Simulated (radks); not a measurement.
Q: The mean radii <r> (bohr) of the occupied orbitals of an atom or ion are listed with their occupations. Method: scalar-relativistic Kohn-Sham, r2SCAN, spin-polarised, spherical densities, finite nucleus; meta-GGA in the generalised Kohn-Sham scheme; Fermi nuclear charge, rms radius of each element as measured or else 0.836 A^(1/3) + 0.57 fm; computed with a radial shooting solver on a logarithmic mesh with Libxc functionals.

| orbital | occ. | <r> |
|---|---|---|
| 1s up | 1 | 0.03917 |
| 1s down | 1 | 0.03917 |
| 2s up | 1 | 0.1723 |
| 2s down | 1 | 0.1723 |
| 2p up | 3 | 0.1504 |
| 2p down | 3 | 0.1504 |
| 3s up | 1 | 0.4905 |
| 3s down | 1 | 0.4905 |
| 3p up | 3 | 0.4972 |
| 3p down | 3 | 0.4970 |
| 3d up | 5 | 0.4970 |
| 3d down | 5 | 0.4958 |
| 4s up | 1 | 1.302 |
| 4s down | 1 | 1.305 |
| 4p up | 3 | 1.437 |
| 4p down | 1 | 1.446 |

Name the element and its charge. Open shells, if any, are filled with parallel spins first.

A: Z = 38, strontium, charge +4: Sr4+ in [Ar] 3d10 4s2 4p4. The 1s radius gives Z: for a bare nucleus <r> = (2 gamma + 1)/(2Z) with gamma = sqrt(1 - (Z/c)^2), 0.03844 bohr for Z = 38, and screening makes it slightly larger (0.03917 here). The occupations add up to 34, and the charge is Z minus that.
